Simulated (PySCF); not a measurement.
CClF2NOSi. Atoms are numbered in the order given.

```xyz
7

O      0.4255     3.4550     0.0000
C      0.1543     2.3221     0.0000
N     -0.1370     1.1551     0.0000
Si    -0.3698    -0.5108     0.0000
F     -1.2182    -0.9329     1.2906
F     -1.2182    -0.9329    -1.2906
Cl     1.3961    -1.5128     0.0000
```

Geometry: B3LYP-D3(BJ)/def2-SVP. The values are those of a single conformer.

Calculation: B3LYP/pcSseg-1 (PySCF).

GIAO shieldings, no solvent; atoms alike by connectivity are averaged. δ = σ(ref) − σ: ¹⁷O against H2O (σ = 333.8 ppm); ¹³C against TMS (σ = 181.3 ppm); ¹⁵N against NH3 (σ = 265.5 ppm); ²⁹Si against TMS (σ = 338.7 ppm); ¹⁹F against CFCl3 (σ = 161.7 ppm); ³⁵Cl against HCl (σ = 933.3 ppm), references at their B3LYP-D3(BJ)/def2-TZVP geometries, non-relativistic (without spin–orbit terms, shifts of atoms bonded to Cl or Br come out too high).

```
nucleus   atoms  count  δ (ppm)
-------  ------  -----  -------
¹⁷O          O1      1    154.5
¹³C          C2      1    124.8
¹⁵N          N3      1     49.9
²⁹Si        Si4      1    -83.4
¹⁹F      F5, F6      2   -133.7
³⁵Cl        Cl7      1     57.2
```
